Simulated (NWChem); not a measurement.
Everything below was run with NWChem. System: CClF3, charge 0, spin multiplicity 1, displaced from the optimised geometry.

Job file:

```
start mol
memory heap 100 mb stack 700 mb global 1900 mb
geometry units angstroms nocenter noautoz noautosym
  F      0.561756    -0.847807     1.072132
  C     -0.024411    -0.352467     0.000000
  F      0.514863    -0.808180    -0.986361
  F     -1.290792    -0.719492     0.000000
  Cl     0.097175     1.402986     0.000000
end
basis spherical
  * library cc-pvdz
end
scf
  rhf
  nopen 0
  maxiter 100
  thresh 1e-7
  semidirect memsize 60000000 filesize 0
end
tce
  freeze core 9
  cr-ccsd(t)
  2eorb
  2emet 13
  thresh 1e-6
  maxiter 100
  tilesize 24
end
task tce energy
```

The output up to the point where the run's verdict is printed (cleaned and shortened):

```
             Northwest Computational Chemistry Package (NWChem) 7.3.0
             --------------------------------------------------------

                                NWChem Input Module
                                -------------------

 Scaling coordinates for geometry "geometry" by  1.889725989
 (inverse scale =  0.529177249)

                             Geometry "geometry" -> ""
                             -------------------------

 Output coordinates in angstroms (scale by  1.889725989 to convert to a.u.)

  No.       Tag          Charge          X              Y              Z
 ---- ---------------- ---------- -------------- -------------- --------------
    1 F                    9.0000     0.56175600    -0.84780700     1.07213200
    2 C                    6.0000    -0.02441100    -0.35246700     0.00000000
    3 F                    9.0000     0.51486300    -0.80818000    -0.98636100
    4 F                    9.0000    -1.29079200    -0.71949200     0.00000000
    5 Cl                  17.0000     0.09717500     1.40298600     0.00000000

 Effective nuclear repulsion energy (a.u.)     255.9986563579

            Nuclear Dipole moment (a.u.)
            ----------------------------
        X                 Y               Z
 ---------------- ---------------- ----------------
    -0.7975550740     0.6739688841     1.4587531899


 Summary of "ao basis" -> "" (spherical)
 ------------------------------------------------------------------------------
       Tag                 Description            Shells   Functions and Types
 ---------------- ------------------------------  ------  ---------------------
 *                          cc-pvdz                   on all atoms

 Summary of "ao basis" -> "ao basis" (spherical)
 ------------------------------------------------------------------------------
       Tag                 Description            Shells   Functions and Types
 ---------------- ------------------------------  ------  ---------------------
 F                          cc-pvdz                  6       14   3s2p1d
 C                          cc-pvdz                  6       14   3s2p1d
[...]
     2   2 0 0    -24.905319      0.000000     72.797165
     2   1 1 0     -0.078128      0.000000      9.629336
     2   1 0 1     -0.195429      0.000000      3.035127
     2   0 2 0    -23.780921      0.000000    182.888796
     2   0 1 1      0.282433      0.000000     -3.593326
     2   0 0 2    -24.641508      0.000000     68.212240

                   NWChem Extensible Many-Electron Theory Module
                   ---------------------------------------------


            General Information
            -------------------
      Number of processors :     1
         Wavefunction type : Restricted Hartree-Fock
          No. of electrons :    50
           Alpha electrons :    25
            Beta electrons :    25
           No. of orbitals :   148
            Alpha orbitals :    74
             Beta orbitals :    74
        Alpha frozen cores :     9
         Beta frozen cores :     9
     Alpha frozen virtuals :     0
      Beta frozen virtuals :     0
         Spin multiplicity : singlet
    Number of AO functions :    74
       Number of AO shells :    32
        Use of symmetry is : off
      Symmetry adaption is : off
         Schwarz screening : 0.10D-09

          Correlation Information
          -----------------------
          Calculation type : Coupled-cluster singles & doubles w/ perturbation
   Perturbative correction : Completely renormalized (T)
            Max iterations :      100
        Residual threshold : 0.10D-05
     T(0) DIIS level shift : 0.00D+00
     L(0) DIIS level shift : 0.00D+00
     T(1) DIIS level shift : 0.00D+00
     L(1) DIIS level shift : 0.00D+00
     T(R) DIIS level shift : 0.00D+00
     T(I) DIIS level shift : 0.00D+00
   CC-T/L Amplitude update :  5-th order DIIS
                I/O scheme : Global Array Library
        L-threshold :  0.10D-05
        EOM-threshold :  0.10D-05
 no EOMCCSD initial starts read in
 TCE RESTART OPTIONS
 SLICE:      F
 D4D5:       F
 quantumc:   F
 qrotation:  F
 pwtce:      F
 qducc:      F
 nacto:                         0
 nrotv:                         0
 nrot:                          0

            Memory Information
            ------------------
          Available GA space size is     249031324 doubles
          Available MA space size is     104853348 doubles

 Maximum block size supplied by input
 Maximum block size        24 doubles

 tile_dim =     17

 -------------------------------------------------

 Global array virtual files algorithm will be used

 Parallel file system coherency ......... OK

 4-electron integrals stored in orbital form

 v2    file size   =          3836785
 4-index algorithm nr.  13 is used
 imaxsize =       30
 imaxsize ichop =        0


CCSD iterations
 ---------------------------------------------------------
 Iter          Residuum       Correlation     Cpu    Wall
 ---------------------------------------------------------
    1   0.1996349445929  -0.8160620596101     0.7     0.7
    2   0.0489496898025  -0.8224146197740     0.7     0.7
    3   0.0153331070282  -0.8325777111680     0.7     0.7
    4   0.0058631823342  -0.8337109277532     0.8     0.8
    5   0.0021085091938  -0.8345302902019     0.7     0.7
    6   0.0004572011800  -0.8347561925014     0.8     0.8
    7   0.0001949385410  -0.8348029512702     0.7     0.7
    8   0.0000720882197  -0.8348052297541     0.8     0.8
    9   0.0000415347754  -0.8348060779808     0.7     0.7
   10   0.0000178034802  -0.8348075274390     0.8     0.8
   11   0.0000048401606  -0.8348082857443     0.7     0.7
   12   0.0000020780336  -0.8348083914831     0.7     0.7
   13   0.0000009356436  -0.8348084857276     0.7     0.7
 -----------------------------------------------------------------
 Iterations converged
 CCSD correlation energy / hartree =        -0.834808485727607
 CCSD total energy / hartree       =      -796.527097795373152

 Singles contributions

 Doubles contributions
 CR-CCSD(T)
```

The run crashed. NWChem stopped with the message: ccsd_t 3.
